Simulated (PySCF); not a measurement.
# Correlation energy of P (phosphorus, neutral)

[Ne] 3s1 3p4, high-spin 4P determinant (an excited configuration). Calculation: PySCF 2.14, in def2-TZVPPD (6s5p4d1f, 48 functions); the non-relativistic Hamiltonian (point nucleus). Frozen: 1s2; 13 electrons correlated.

```csv
level,correlation energy (mhartree)
CCSD,-264.34
(T),-12.57
CCSD(T),-276.91
```

Diagnostics: T1 = 0.018, D1 = 0.0849, largest double amplitude 0.213.

A double-excitation amplitude exceeds 0.15, a sign of near-degeneracy.

Cost of the coupled-cluster step: about 7 core-seconds, for 13 correlated electrons.

This basis was not built for core-valence correlation, so the inner-shell part is incomplete.
